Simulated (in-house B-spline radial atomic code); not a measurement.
Ionising Ir8+ with different functionals

Computed with a radial B-spline atomic code at the basis-set limit: scalar-relativistic (spin-free X2C) Hamiltonian, Fermi nucleus of rms radius 5.4032 fm, spin-polarised at highest spin, spherical fractional occupations for the functionals, and exact exchange of hybrids averaged over the configuration. The ionisation energy is the difference of two self-consistent energies, [Xe] 4f14 5d1 → [Xe] 4f14, without Breit or QED terms; ε is the level of the shell that loses the electron (its least bound occupied spin orbital). There is no spin-orbit coupling in this Hamiltonian.

| method | rung | ΔSCF (eV) | -ε(5d) (eV) |
| --- | --- | --- | --- |
| PBE0 | global hybrid | ? | ? |
| B3LYP | global hybrid | ? | ? |
| TPSSh | global hybrid | 121.59 | 114.17 |
| M06-2X | global hybrid | 122.21 | 118.48 |
| BHandHLYP | global hybrid | 121.74 | 117.74 |
| r2SCAN0 | global hybrid | 121.46 | 115.51 |
| B97-1 | global hybrid | 121.64 | 115.14 |
| HSE06 | range-separated hybrid | 121.67 | 115.14 |
| wB97X | range-separated hybrid | 121.21 | 117.82 |
| CAM-B3LYP | range-separated hybrid | 121.87 | 117.22 |
| LC-wPBE | range-separated hybrid | 121.73 | 118.56 |

Question: What does PBE0 give?

Answer: ΔSCF 121.75 eV, and -ε(5d) = 115.63 eV.

Question: What does B3LYP give?

Answer: ΔSCF 121.88 eV, and -ε(5d) = 115.27 eV.

Question: Among the functionals, which spreads more, the ΔSCF values or the orbital energies?

Answer: The orbital energies: ΔSCF values span about 1.00 eV and the orbital energies 4.39 eV; here energy differences depend much less on the functional than eigenvalues do.

Question: How do they compare with the NIST value?

Answer: NIST lists 122.7 eV ± 0.9 (semi-empirical, ground level to ground level). Errors run from -1.49 to -0.49 eV; all lie within about twice that uncertainty, so the table can't rank the methods.
